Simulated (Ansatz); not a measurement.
Geometry optimisation, RKS B3LYP/def2-mTZVP in Ansatz.

input.yaml

```yaml
crystal:
  periodic: [false, false, false]
  atoms:
    - { symbol: C, position_ang: [-1.0491, 0.5948, -0.2821] }
    - { symbol: C, position_ang: [-0.1775, -0.541, -0.0103] }
    - { symbol: "N", position_ang: [0.5207, -0.3632, 1.2427] }
    - { symbol: Al, position_ang: [1.7682, -0.2445, -0.3143] }
    - { symbol: H, position_ang: [-1.3412, 0.6533, -1.3937] }
    - { symbol: H, position_ang: [-2.038, 0.5313, 0.2814] }
    - { symbol: H, position_ang: [-0.6065, 1.6116, -0.0065] }
    - { symbol: H, position_ang: [2.61916, -1.2916, -1.05663] }
    - { symbol: H, position_ang: [0.7464, -1.2897, 1.7108] }
    - { symbol: H, position_ang: [2.8325, 0.5325, -1.0873] }
basis:
  gaussian: { orbitals: def2-mTZVP }
hamiltonian:
  xc: b3lyp
relax:
  f_tol: 0.02
  max_steps: 50
```

Run as:

```bash
$ ansatz run input.yaml --threads 2 --pin off --max-ram 3072MiB --backend cpu --events-out ev --progress --plain --runs-dir out
```

Q: Where does it end, and by what steps?

A: The run converged. After 16 steps the energy has fallen by 3.815 eV; H8 moved furthest, 0.98 Å. Parted: N3–Al4.

| step | energy less start (eV) | largest force component (eV/Å) | accepted |
| --- | --- | --- | --- |
| 0 | 0.0000 | 2.685 | yes |
| 1 | -1.3163 | 1.882 | yes |
| 2 | -2.3148 | 1.525 | yes |
| 3 | -3.0187 | 1.988 | yes |
| 4 | -3.1622 | 3.239 | yes |
| 5 | -3.6085 | 0.975 | yes |
| 6 | -3.7276 | 0.414 | yes |
| 7 | -3.7697 | 0.738 | yes |
| 8 | -3.7823 | 0.486 | yes |
| 9 | -3.7960 | 0.143 | yes |
| 10 | -3.8083 | 0.195 | yes |
| 11 | -3.5837 | 2.186 | no |
| 12 | -3.8115 | 0.103 | yes |
| 13 | -3.8132 | 0.084 | yes |
| 14 | -3.8141 | 0.054 | yes |
| 15 | -3.8143 | 0.046 | yes |
| 16 | -3.8148 | 0.015 | yes |

```xyz
10
Properties=species:S:1:pos:R:3
C -0.938 0.780 -0.174
C 0.137 -0.206 0.213
N -0.146 -1.049 1.139
Al 1.934 -0.220 -0.662
H -1.218 0.654 -1.225
H -1.824 0.643 0.447
H -0.583 1.810 -0.071
H 2.914 -1.344 -0.126
H 0.637 -1.683 1.335
H 2.362 0.809 -1.792
```

The run took 42 s on 2 threads of Arm Neoverse V1, with other jobs on the host, peak memory 0.2 GiB.
